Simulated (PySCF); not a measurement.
Compound: Si(OtBu)2Me2, C₁₀H₂₄O₂Si.
SMILES: `[Si](OC(C)(C)C)(OC(C)(C)C)(C)C`

The closed-shell ground state was solved at several levels (PySCF, density fitting, gas phase, non-relativistic). Isolated species at its PBE0-D3(BJ)/def2-SVP geometry (one conformer only).

```tsv
level	basis functions	total energy (Eh)	HOMO (eV)	LUMO (eV)	gap (eV)	dipole (D)
wB97X-D/pcSseg-1	348	-835.3307	-9.29	2.74	12.03	1.65
PBE0/pcSseg-1	348	-834.7359	-7.41	0.98	8.39	1.62
```

What might PBE0/def2-SVPD (462 basis functions) give for the same quantities?

Total energy -834.3614 Eh, HOMO -7.41 eV, LUMO 0.39 eV, gap 7.80 eV, dipole 1.49 D.

Over all these levels, which gives the widest orbital gap and which the narrowest?

wB97X-D/pcSseg-1 (range-separated hybrid) has the widest, 12.03 eV, and PBE0/def2-SVPD (global hybrid, 25 % exact exchange) the narrowest, 7.80 eV. Functional and basis both differ between the two, so the spread mixes both effects.

How far do the dipole and the HOMO energy spread over the levels?

The dipole runs from 1.49 to 1.65 D (mean 1.59 D) and the HOMO from -9.29 to -7.41 eV.

Note: wB97X-D ran without an empirical dispersion term, which enters the total energy and its gradient alone.
